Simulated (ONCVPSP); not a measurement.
# Plane-wave convergence, ONCV potential for vanadium (V)

ONCVPSP 4.0.1 input, shortened (lines: element, Z, core and valence counts, functional; n l f; lmax; l rc ep ncon nbas qcut; lloc lpopt rc5 dvloc0; l nproj debl; icmod fcfact rcfact), LDA (Perdew-Wang 92), scalar-relativistic:

```
  V 23.00    3    4  -001012      upf
    1    0    2.00
    2    0    2.00
    2    1    6.00
    3    0    2.00
    3    1    6.00
    3    2    3.00
    4    0    1.00
    2
    0    1.45    0.00    4    8    6.40
    1    1.05    0.00    4    7    8.20
    2    1.90    0.00    3    8    8.90
    4    5    0.85    0.00
    0    2    3.60
    1    2    0.50
    2    2    2.00
    3    3.00    1.60
```

In the p channel the program set the typed energies aside and used -1.898, 0.250 Ha.

For each optimised wave give the share of its norm inside rc, the residual kinetic energy above qcut (Ha) and the cutoffs (Ha) for errors of 10, 1, 0.1 and 0.01 mHa per electron.

| wave | norm inside rc | residual KE | 10 mHa | 1 mHa | 0.1 mHa | 0.01 mHa |
| --- | --- | --- | --- | --- | --- | --- |
| 3s | 0.909 | 2.7e-04 | 7.7 | 17.2 | 46.6 | 85.7 |
| 4s | 0.048 | 1.5e-04 | 5.2 | 15.5 | 22.2 | 64.0 |
| 3p | 0.587 | 4.9e-04 | 16.8 | 22.7 | 107.2 | 135.7 |
| p projector 2 | 0.074 | 1.2e-04 | 14.6 | 19.8 | 35.6 | 94.6 |
| 3d | 0.797 | 1.4e-07 | 22.7 | 27.6 | 31.6 | 34.6 |
| d projector 2 | 0.157 | 1.3e-06 | 24.2 | 29.5 | 33.6 | 37.1 |

The occupied waves need 28 Ha and 107 Ha for 1 and 0.1 mHa.
